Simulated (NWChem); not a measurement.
System meant: C4H2N2; SMILES C(/C=N/C#N)#C

NWChem input:

```
start job
memory heap 200 mb stack 900 mb global 1100 mb
geometry units angstroms noautoz
  C      0.219218     2.965017     0.000000
  C     -0.041255     1.780167     0.000000
  C     -0.424310     0.411603     0.000000
  N      0.447673    -0.531255     0.000000
  C      0.068958    -1.803999     0.000000
  N     -0.156798    -2.946474     0.000000
  H      0.468780     4.011612     0.000000
  H     -1.509395     0.208366     0.000000
end
basis spherical
  * library def2-svp
end
dft
  odft
  mult 2
  xc pbe0
  iterations 150
  mulliken
end
task dft energy
```

End of the output:

```
 Summary of "ao basis" -> "" (spherical)
 ------------------------------------------------------------------------------
       Tag                 Description            Shells   Functions and Types
 ---------------- ------------------------------  ------  ---------------------
 *                          def2-svp                  on all atoms

                                 NWChem DFT Module
                                 -----------------

 Summary of "ao basis" -> "ao basis" (spherical)
 ------------------------------------------------------------------------------
       Tag                 Description            Shells   Functions and Types
 ---------------- ------------------------------  ------  ---------------------
 C                          def2-svp                 6       14   3s2p1d
 N                          def2-svp                 6       14   3s2p1d
 H                          def2-svp                 3        5   2s1p

 Summary of "ao basis" -> "ao basis" (spherical)
 ------------------------------------------------------------------------------
       Tag                 Description            Shells   Functions and Types
 ---------------- ------------------------------  ------  ---------------------
 C                          def2-svp                 6       14   3s2p1d
 N                          def2-svp                 6       14   3s2p1d
 H                          def2-svp                 3        5   2s1p

      Symmetry analysis of basis
      --------------------------

        a'         68
        a"         26

  number of electrons :                   40
  multiplicity        :                    2
 ------------------------------------------------------------------------
  no. of electrons and multiplicity not compatible                  40
 ------------------------------------------------------------------------
 ------------------------------------------------------------------------
  current input line :
    23: task dft energy
 ------------------------------------------------------------------------
 ------------------------------------------------------------------------
 There is an error in the input file
 ------------------------------------------------------------------------
 For more information see the NWChem manual at https://nwchemgit.github.io

0: no. of electrons and multiplicity not compatible:Received an Error in Communication
```

Problem. Can this run be used? If not, why, and what is the fix?

Solution. The program refused the input. Cause: the multiplicity doesn't fit the number of electrons (an even count wants an odd multiplicity, and the reverse). This input runs:
```
start job
memory heap 200 mb stack 900 mb global 1100 mb
geometry units angstroms noautoz
  C      0.219218     2.965017     0.000000
  C     -0.041255     1.780167     0.000000
  C     -0.424310     0.411603     0.000000
  N      0.447673    -0.531255     0.000000
  C      0.068958    -1.803999     0.000000
  N     -0.156798    -2.946474     0.000000
  H      0.468780     4.011612     0.000000
  H     -1.509395     0.208366     0.000000
end
basis spherical
  * library def2-svp
end
dft
  xc pbe0
  iterations 150
  mulliken
end
task dft energy
```
It converges to -262.49669 Ha (PBE0/def2-SVP).
